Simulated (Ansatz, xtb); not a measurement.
# C2H7ClGaN: which of two isomers lies lower

Structure X is `[CH3][Ga]([NH2])[CH2]Cl`, a singlet and structure Y is `[CH3][Ga]([Cl])[CH2]N`, a singlet. Both are isolated molecules in the gas phase, relaxed with B3LYP-D3(BJ)/def2-SVP; the shapes shown needn't be the lowest conformers.

X (Å):

```tsv
atom	x (Å)	y (Å)	z (Å)
C	-0.7118	-0.7020	0.8961
C	1.8218	-1.3965	-1.3970
Cl	3.0144	-1.9231	-0.1080
Ga	0.6259	-0.1287	-0.4310
N	0.8992	1.6378	-0.7881
H	-0.2568	-1.4229	1.5932
H	-1.1089	0.1467	1.4727
H	-1.5540	-1.2072	0.3959
H	0.4471	2.3973	-0.2900
H	1.5982	1.9870	-1.4353
H	2.4088	-0.9511	-2.2112
H	1.3343	-2.3086	-1.7660
```

Y (Å):

```xyz
12

C    -1.6890   -0.4435   -0.4013
C     1.8915   -0.0536    0.4509
Cl    0.8770   -1.0458   -2.6976
Ga    0.2677   -0.4503   -0.6643
N     3.1903   -0.1669   -0.2022
H    -1.9748   -0.1251    0.6121
H    -2.0822   -1.4563   -0.5850
H    -2.1525    0.2328   -1.1373
H     1.8595   -0.7213    1.3302
H     1.7725    0.9625    0.8666
H     3.2382    0.4581   -1.0071
H     3.3101   -1.1017   -0.5928
```

Task: Estimate which is lower in electronic energy at CCSD(T)/def2-SVP + ΔMP2/def2-TZVPP, and by roughly how much.

Result: The CCSD(T)/def2-SVP + ΔMP2/def2-TZVPP calculation puts structure Y lower, by 0.602 eV.

Level by level:

| level | geometry | E(Y) − E(X) (eV) | departure from the last row (eV) | job, with rough time for the two |
| --- | --- | --- | --- | --- |
| B3LYP-D3(BJ)/def2-SVP | B3LYP-D3(BJ)/def2-SVP | −0.829 | −0.227 | optimisation, 55 s |
| HF/def2-SVP | B3LYP-D3(BJ)/def2-SVP | −0.880 | −0.278 | part of the CCSD(T) run |
| MP2/def2-SVP | B3LYP-D3(BJ)/def2-SVP | −0.740 | −0.137 | part of the CCSD(T) run |
| CCSD(T)/def2-SVP | B3LYP-D3(BJ)/def2-SVP | −0.739 | −0.136 | single point |
| CCSD(T)/def2-SVP + ΔMP2/def2-TZVPP | B3LYP-D3(BJ)/def2-SVP | −0.602 |  | single point, 30 s |

As drawn, Y has 1 Cl–Ga, 1 C–N in place of 1 Ga–N, 1 C–Cl.

None of the levels shown reverses the order. The largest departure from CCSD(T)/def2-SVP + ΔMP2/def2-TZVPP is that of HF/def2-SVP, 0.278 eV. Levels run at GFN2-xTB geometries aren't shown. The last row adds to CCSD(T) the change of the MP2 difference between the two basis sets, here +0.136 eV, a large step that makes the value less sure.

With thermal terms from frequencies at re-optimised GFN2-xTB minima (ideal gas, soft modes damped towards free rotors, one conformer each, 298.15 K, 1 atm): the zero-point term adds +0.084 eV; ΔH is −0.528 and ΔG −0.529 eV.

The correlated steps freeze 17 core orbitals; the filled d shell of Ga is correlated, in a basis made for valence electrons. Programs: Ansatz 0.2.0, xtb 6.7.1; the last row on 2 threads of Intel(R) Xeon(R) 6975P-C (Granite Rapids) on a shared host.
